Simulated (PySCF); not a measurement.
Be⁺: excitation energy

Be⁺ [He] 2s1 (2S) → Be⁺ [He] 2p1 (2P), as a difference of total energies. Calculation: PySCF 2.14, in aug-cc-pCVTZ-DK with one added diffuse shell each of s, p, d, f type (8s7p5d3f, 75 functions); scalar relativity by spin-free X2C-1e. Correlated levels: valence and next inner shell: nothing frozen. The calculations carry no spin-orbit coupling.

Order these methods by the excitation energy they give, lowest first.
A. PBE
B. MP2 (valence and next inner shell)
C. LC-wPBE
D. M06-L

D (24669 cm⁻¹), A (27833 cm⁻¹), C (30045 cm⁻¹), B (32189 cm⁻¹).

Errors of the correlated levels include the incompleteness of this basis.

For comparison: 31933 cm⁻¹ (measured; NIST levels, between the centres of gravity of the two terms).
